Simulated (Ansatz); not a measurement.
`C=C[SiH3]` + `CS[SiH](Cl)Cl` → `C=C[SiH2]S[SiH](Cl)Cl` + CH₄  (formal exchange of groups at the Si–H bond)

Isolated molecules relaxed with PBE0-D4/def2-TZVP in Ansatz; ΔE leaves out vibrations. CCSD(T)/CBS is the MP2 limit (def2-TZVPP, def2-QZVPP) plus CCSD(T) − MP2 in def2-TZVPP, frozen cores. This one scheme is used for every species. Functionals use def2-TZVPP. B3LYP here is the variant with VWN-RPA as its local correlation; programs differ in this. One conformer a species, not always the lowest.

```tsv
level	ΔE (kJ/mol)	difference from CCSD(T)/CBS
PBE-D4	-129.0	0.9
r2SCAN-D4	-132.4	-2.5
PBE0-D4	-131.5	-1.6
B3LYP-D4	-130.5	-0.6
ωB97X-V	-125.3	4.6
ωB97M-V	-129.2	0.7
B2PLYP	-122.7	7.2
PBE	-118.9	11.0
r2SCAN	-129.1	0.8
PBE0	-121.9	8.0
B3LYP	-114.6	15.3
HF/def2-TZVPP	-113.9	16.0
MP2/def2-TZVPP	-136.5	-6.6
SCS-MP2/def2-TZVPP	-128.2	1.7
CCSD/def2-TZVPP	-124.8	5.1
CCSD(T)/def2-TZVPP	-127.6	2.3
HF/def2-QZVPP	-113.3	16.6
MP2/def2-QZVPP	-137.6	-7.7
SCS-MP2/def2-QZVPP	-129.3	0.6
HF/CBS(def2)	-113.2	16.7
MP2/CBS(def2)	-138.8	-8.9
CCSD/CBS(def2)	-127.0	2.9
CCSD(T)/CBS	-129.9	0
```

Largest T1 diagnostic among the species: 0.011.

The D4 term adds −15.8 kJ/mol with B3LYP and −9.7 kJ/mol with PBE0; it sums over pairs of atoms, weighted by their polarisabilities, and B3LYP, whose exchange is more repulsive, gets the larger term. In def2-TZVPP, CCSD(T) changes the Hartree–Fock value by −13.7 kJ/mol (the triples alone add −2.8 kJ/mol) and MP2 by −22.6 kJ/mol.
